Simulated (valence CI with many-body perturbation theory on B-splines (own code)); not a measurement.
## Which ion has this spectrum?

A relativistic CI+MBPT calculation for an atom or ion with 32 electrons gives these levels (eV):

```tsv
J	Parity	E	g
0	even	0.00	
1	even	151.16	1.50
2	even	156.04	1.17
2	odd	265.83	1.54
1	odd	282.51	1.08
2	even	310.92	1.32
0	even	321.43	
2	odd	329.14	0.76
1	odd	350.39	0.85
2	odd	371.94	1.31
3	odd	373.15	1.12
2	odd	414.06	1.53
3	odd	423.57	1.31
0	odd	429.80
```

The energies are calculated, and their last digits are not significant.

Which is it?
A. Au47+
B. Bi51+
C. Tl49+
D. Pb50+

C. Tl49+, ground level (4s^2 4p1/2^2) J=0.
